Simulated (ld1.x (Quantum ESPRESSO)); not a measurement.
**Logarithmic derivatives: oxygen, ultrasoft**

* Element: oxygen
* Generator: ld1.x (Quantum ESPRESSO) 7.5
* Type: ultrasoft
* Functional: LDA (PZ)
* Relativity: scalar-relativistic
* Frozen core: [He]
* Valence charge: 6
* Reference configuration: 2s2 2p3.5 (charge +0.5)
* Partial waves: 2s (bound): rcut 1.05, rcutus 1.10 bohr; 2s channel at 0.85 Ry: rcut 1.05, rcutus 1.10 bohr; 2p (bound): rcut 0.80, rcutus 0.95 bohr; 2p channel at 3.65 Ry: rcut 0.80, rcutus 0.95 bohr
* Local potential: all-electron potential smoothed inside 0.85 bohr (lloc = -1)
* Core correction: Bessel-smoothed model core, default radius (core density twice the valence density)
* Augmentation charge: built from norm-conserving waves at rcut, not smoothed further

The phase is arctan(r·u′/u) with u = r·R(r), unwrapped; energies in Ry, scanned from -4 to 5 Ry. A pole is an energy at which the radial function vanishes at the test radius. The pseudo phase is shifted by a multiple of π to meet the all-electron one at the reference energy, and phase errors are pseudo minus all-electron; the curves can meet again beyond the range given. Levels narrower than the energy grid can be missing from the lists of poles.

```
channel  radius (bohr)  reference energy (Ry)  poles, all-electron  poles, pseudo  unbroken range about the reference energy with phases within 0.05 rad  phase error 1 Ry above the reference energy (rad)
      s           1.19                  -2.29                 2.43           2.42                                                        the whole range                                             +0.000
      p           1.19                  -1.21                 2.25           2.25                                                        the whole range                                             +0.000
```

Phases in the s channel:

```json
{"E (Ry)": "-4.00", "all-electron": "0.489", "pseudo": "0.489"}
{"E (Ry)": "-3.76", "all-electron": "0.364", "pseudo": "0.364"}
{"E (Ry)": "-3.52", "all-electron": "0.217", "pseudo": "0.217"}
{"E (Ry)": "-3.28", "all-electron": "0.050", "pseudo": "0.050"}
{"E (Ry)": "-3.04", "all-electron": "-0.132", "pseudo": "-0.132"}
{"E (Ry)": "-2.80", "all-electron": "-0.318", "pseudo": "-0.318"}
{"E (Ry)": "-2.56", "all-electron": "-0.495", "pseudo": "-0.496"}
{"E (Ry)": "-2.32", "all-electron": "-0.656", "pseudo": "-0.656"}
{"E (Ry)": "-2.08", "all-electron": "-0.794", "pseudo": "-0.794"}
{"E (Ry)": "-1.84", "all-electron": "-0.912", "pseudo": "-0.912"}
{"E (Ry)": "-1.60", "all-electron": "-1.010", "pseudo": "-1.010"}
{"E (Ry)": "-1.36", "all-electron": "-1.092", "pseudo": "-1.092"}
{"E (Ry)": "-1.12", "all-electron": "-1.160", "pseudo": "-1.160"}
{"E (Ry)": "-0.88", "all-electron": "-1.218", "pseudo": "-1.218"}
{"E (Ry)": "-0.64", "all-electron": "-1.268", "pseudo": "-1.268"}
{"E (Ry)": "-0.40", "all-electron": "-1.311", "pseudo": "-1.311"}
{"E (Ry)": "-0.16", "all-electron": "-1.348", "pseudo": "-1.348"}
{"E (Ry)": "0.08", "all-electron": "-1.380", "pseudo": "-1.380"}
{"E (Ry)": "0.32", "all-electron": "-1.409", "pseudo": "-1.409"}
{"E (Ry)": "0.56", "all-electron": "-1.435", "pseudo": "-1.435"}
{"E (Ry)": "0.80", "all-electron": "-1.458", "pseudo": "-1.458"}
{"E (Ry)": "1.04", "all-electron": "-1.479", "pseudo": "-1.479"}
{"E (Ry)": "1.28", "all-electron": "-1.498", "pseudo": "-1.498"}
{"E (Ry)": "1.52", "all-electron": "-1.515", "pseudo": "-1.515"}
{"E (Ry)": "1.76", "all-electron": "-1.531", "pseudo": "-1.531"}
{"E (Ry)": "2.00", "all-electron": "-1.546", "pseudo": "-1.546"}
{"E (Ry)": "2.24", "all-electron": "-1.560", "pseudo": "-1.561"}
{"E (Ry)": "2.48", "all-electron": "-1.574", "pseudo": "-1.574"}
{"E (Ry)": "2.72", "all-electron": "-1.586", "pseudo": "-1.586"}
{"E (Ry)": "2.96", "all-electron": "-1.598", "pseudo": "-1.598"}
{"E (Ry)": "3.20", "all-electron": "-1.609", "pseudo": "-1.610"}
{"E (Ry)": "3.44", "all-electron": "-1.620", "pseudo": "-1.621"}
{"E (Ry)": "3.68", "all-electron": "-1.631", "pseudo": "-1.631"}
{"E (Ry)": "3.92", "all-electron": "-1.641", "pseudo": "-1.641"}
{"E (Ry)": "4.16", "all-electron": "-1.651", "pseudo": "-1.651"}
{"E (Ry)": "4.40", "all-electron": "-1.660", "pseudo": "-1.661"}
{"E (Ry)": "4.64", "all-electron": "-1.669", "pseudo": "-1.670"}
{"E (Ry)": "4.88", "all-electron": "-1.679", "pseudo": "-1.680"}
```
